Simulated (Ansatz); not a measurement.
Basis-set extrapolation for C2H7ClN2Si (`C=C[Si](N)(N)Cl`) (PBE0-D4/def2-TZVP geometry, frozen core, Ansatz 0.2.0). Multiplicity 1, RHF reference.

```
                      def2-TZVPP   def2-QZVPP
                 HF  -937.368136  -937.399240
    MP2 correlation    -1.056193    -1.137488
CCSD(T) correlation    -1.155346      not run
```

Energies in hartree. Use E(X) = E(∞) + A·exp(−7.88·√X) for Hartree–Fock and E(X) = E(∞) + B·X^(−2.97) for correlation, with X = 3 and 4, and add CCSD(T) minus MP2 of the smaller set to the MP2 limit.

Question: What is the CCSD(T) energy at the basis-set limit?

Answer: HF limit: -937.399240 + (-0.031104) × 0.13774 = -937.40352. MP2 limit: -1.137488 + (-0.081295) × 0.74074 = -1.19771. Higher-order term: -1.155346 − (-1.056193) = -0.09915. Total: -938.70038 hartree, 4.81 eV below CCSD(T)/def2-TZVPP.
